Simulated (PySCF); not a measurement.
BrPb (SMILES [Br][Pb]), doublet, at a GFN2-xTB geometry (such geometries of metal compounds can be far from the true shape) (the spin is typed, not shown lowest) (core potentials on Pb). Base run: PySCF with HF/def2-SVP.

PySCF was given this input:
```python
from pyscf import gto, scf, solvent

mol = gto.Mole()
mol.atom = '''
    Pb   -0.000000   -0.000000   -0.785897
    Br    0.000000    0.000000    1.841245
'''
mol.basis = 'def2-svp'
mol.ecp = {'Pb': 'def2-svp'}
mol.charge = 0
mol.spin = 1
mol.verbose = 4
mol.build()

mf = scf.UHF(mol)
mf.kernel()
mf.analyze()
```

The base run was repeated with changes; each row names its change, and settings that it needs were set with it.

```tsv
change	ΔE vs base (kcal/mol)	dipole (D)
base	0.000	4.25
model = IEF-PCM; solvent = dichloromethane; vdw_scale = 1.4	-4.40	5.29
model = IEF-PCM; solvent = dichloromethane; vdw_scale = 1.0	-14.69	6.59
model = SS(V)PE; solvent = dichloromethane	-7.68	5.81
model = COSMO; solvent = dichloromethane	-7.48	5.75
model = IEF-PCM; solvent = dichloromethane; r_probe = 0.5	-3.83	5.18
model = C-PCM; solvent = dichloromethane	-8.00	5.86
model = IEF-PCM; solvent = dichloromethane; vdw_scale = 1.1	-10.47	6.17
model = IEF-PCM; solvent = acetonitrile	-8.86	6.04
model = IEF-PCM; solvent = dichloromethane	-7.68	5.81
model = IEF-PCM; solvent = n-hexane	-3.22	4.91
model = IEF-PCM; solvent = dichloromethane; lebedev_order = 41	-7.68	5.81
```

The base is the gas phase, so ΔE is the electrostatic part of solvation at a fixed geometry, without cavity and dispersion terms.

Open shells are given as the SCF converged; they aren't shown to be the lowest states, and a large step between rows can be another state.
